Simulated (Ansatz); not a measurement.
Start from `CC[NH][GaH2]` and change one atom or group to get `CC[NH][SbH2]`.

Ansatz, PBE0-D4/def2-TZVP geometries, multiplicity 1. Each molecule was computed in one conformer, which needn't be the lowest.

Elements past krypton have def2 core potentials. Scalar relativity is left out up to krypton.

| property | `CC[NH][GaH2]` |
| --- | --- |
| size of the dipole moment (ωB97M-V/def2-TZVPP) / D | 0.89 |
| LUMO energy (B3LYP/def2-TZVPP) / eV | -1.02 |
| HOMO–LUMO gap (ωB97M-V/def2-TZVPP) / eV | 9.98 |
| size of the dipole moment (PBE/def2-TZVPP) / D | 1.18 |
| size of the dipole moment (B3LYP/def2-TZVPP) / D | 1.02 |
| HOMO–LUMO gap (B3LYP/def2-TZVPP) / eV | 5.54 |

(1) Give the same properties after the change, and the shifts. (Estimate.)

Answers

(1) Computed: 
```tsv
property	`CC[NH][SbH2]`	shift
size of the dipole moment (ωB97M-V/def2-TZVPP) / D	0.80	-0.09
LUMO energy (B3LYP/def2-TZVPP) / eV	-0.79	0.23
HOMO–LUMO gap (ωB97M-V/def2-TZVPP) / eV	10.09	0.11
size of the dipole moment (PBE/def2-TZVPP) / D	0.84	-0.34
size of the dipole moment (B3LYP/def2-TZVPP) / D	0.82	-0.20
HOMO–LUMO gap (B3LYP/def2-TZVPP) / eV	5.70	0.16
```

Dipoles are sizes alone; their direction can turn.

B3LYP here is the variant with VWN-RPA as its local correlation; programs differ in this.

Spin–orbit coupling is left out; it splits and shifts lone-pair levels of the heavy atoms by tenths of an eV.
